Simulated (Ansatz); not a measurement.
The inner images of a band of Cl2H4HfN2 + H2 (11 atoms, charge 0, multiplicity 1) are given out of order.

Level of theory: RKS PBE0/def2-SVP (Ansatz 0.2.0).

First end point:

```xyz
11
Properties=species:S:1:pos:R:3
Hf -0.091 0.174 0.073
N -0.173 0.302 2.081
H -0.632 1.023 2.631
H 0.257 -0.368 2.717
Cl 2.169 0.365 -0.641
N -1.099 1.787 -0.561
H -2.087 1.810 -0.806
H -0.690 2.697 -0.769
Cl -1.256 -1.767 -0.651
H 1.892 -2.198 1.385
H 1.256 -2.612 1.453
```

Last end point:

```xyz
11
Properties=species:S:1:pos:R:3
Hf 0.043 -0.469 -0.224
N 0.593 0.140 2.037
H -0.253 0.195 2.606
H 1.118 1.008 2.162
Cl 2.431 -0.301 -0.435
N -1.160 1.153 -0.061
H -1.885 1.321 -0.760
H -1.104 1.972 0.539
Cl -0.784 -1.379 -2.246
H -0.618 -1.824 0.856
H 1.165 -0.603 2.441
```

Q: Put them in order from the first end to the last, with their energies above the first end.
A.
```xyz
11
Properties=species:S:1:pos:R:3
Hf 0.224 -0.174 -0.006
N 0.525 0.181 2.119
H -0.163 0.469 2.812
H 1.459 0.265 2.518
Cl 2.480 0.360 -0.532
N -1.154 1.250 -0.310
H -1.883 1.197 -1.018
H -1.135 2.188 0.086
Cl -0.450 -1.698 -1.720
H -0.391 -1.721 1.163
H 0.035 -1.102 1.801
```
B.
```xyz
11
Properties=species:S:1:pos:R:3
Hf 0.114 -0.312 -0.163
N 0.566 0.081 2.145
H -0.087 0.629 2.704
H 1.518 0.286 2.447
Cl 2.442 0.200 -0.454
N -1.200 1.217 -0.237
H -1.989 1.197 -0.883
H -1.097 2.169 0.110
Cl -0.539 -1.640 -2.001
H -0.519 -1.707 0.922
H 0.337 -0.905 2.324
```
C.
```xyz
11
Properties=species:S:1:pos:R:3
Hf -0.111 0.197 0.045
N -0.058 0.390 2.045
H -0.815 0.149 2.683
H 0.757 0.660 2.594
Cl 2.099 0.211 -0.824
N -1.070 1.851 -0.580
H -1.341 2.021 -1.547
H -1.378 2.637 -0.013
Cl -1.435 -1.653 -0.637
H 1.681 -2.732 1.292
H 1.218 -2.518 1.857
```
D.
```xyz
11
Properties=species:S:1:pos:R:3
Hf 0.066 -0.414 -0.211
N 0.596 0.105 2.085
H -0.182 0.550 2.574
H 1.437 0.662 2.243
Cl 2.443 -0.099 -0.406
N -1.196 1.163 -0.117
H -1.995 1.209 -0.750
H -1.095 2.073 0.327
Cl -0.643 -1.457 -2.213
H -0.623 -1.782 0.836
H 0.739 -0.795 2.545
```
E.
```xyz
11
Properties=species:S:1:pos:R:3
Hf 0.224 0.268 -0.049
N 0.308 0.369 1.966
H -0.484 0.425 2.603
H 1.163 0.311 2.518
Cl 2.419 0.794 -0.771
N -1.161 1.650 -0.492
H -1.797 1.602 -1.287
H -1.336 2.511 0.021
Cl -0.619 -1.696 -1.096
H 0.374 -2.786 1.493
H 0.455 -2.233 2.008
```

A: C (+0.02 eV), E (+0.13 eV), A (+0.90 eV), B (+0.09 eV), D (-0.06 eV).

The run took 7.7 min on 4 threads of Intel(R) Xeon(R) Platinum 8259CL CPU @ 2.50GHz (Skylake/Cascade Lake), on a shared host, peak memory 0.36 GiB.
